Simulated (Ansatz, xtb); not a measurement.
Ranking isomers of C7H9Cl

6 gas-phase structures of C7H9Cl, from a drawn sample of its isomers (lower ones may exist). Each was relaxed with GFN2-xTB; where two conformers were screened, the lower at r2SCAN-D4/def2-SVP is listed:

A. `CC1=CCC=C[C@@H]1Cl`, a singlet
B. `C=C1CCC=C1CCl`, a singlet
C. `ClC1=C[C@@H]2C[C@@H]2CC1`, a singlet
D. `ClC[C@@]12CC=C[C@@H]1C2`, a singlet
E. `ClC1=CCC=CCC1`, a singlet
F. `CCC1=CC=C(Cl)C1`, a singlet

Task: Estimate their order in r2SCAN-D4/def2-SVP energy at these geometries, lowest first.

Result: Calculated order at r2SCAN-D4/def2-SVP: A (0.0), F (2.1), B (4.6), C (6.0), E (9.6), D (12.0) kcal/mol.

Energies above the lowest of each column, in kcal/mol; the last columns are at PBE0-D3(BJ)/def2-SVP geometries and were run for some of them only (a dash: not run or not comparable):

| structure | GFN2-xTB | HF/STO-3G | r2SCAN-D4/def2-SVP | PBE0-D3(BJ)/def2-SVP | CCSD(T)/def2-SVP + ΔMP2/def2-TZVPP |
| --- | --- | --- | --- | --- | --- |
| A | 4.4 | 1.6 | 0.0 | 0.0 | 0.0 |
| F | 1.1 | 4.6 | 2.1 | 2.5 | 3.5 |
| B | 8.3 | 6.7 | 4.6 | 4.9 | 4.3 |
| C | 0.0 | 0.0 | 6.0 | 4.7 | 10.2 |
| E | 9.3 | 11.2 | 9.6 | 9.1 | – |
| D | 8.6 | 7.3 | 12.0 | – | – |

CCSD(T)/def2-SVP + ΔMP2/def2-TZVPP puts A lowest of those it was run on; GFN2-xTB picks C, HF/STO-3G picks C. Some further structures that were screened fall inside this span and aren't listed. Flexible structures stand in one conformer each, not always the lowest. Frequencies (GFN2-xTB) were run for A, B, C, F alone. The ΔMP2 step shifts differences by up to 3.3 kcal/mol, which makes them less sure. ΔMP2 is the change of the MP2 energy from the smaller to the larger basis.

Over these structures GFN2-xTB departs from r2SCAN-D4/def2-SVP by 3.0 kcal/mol on average once a common shift is removed. A GFN2-xTB relaxation took about 0.097 s and the r2SCAN-D4/def2-SVP energy about 2.7 s on a shared host (Ansatz 0.2.0, xtb 6.7.1).
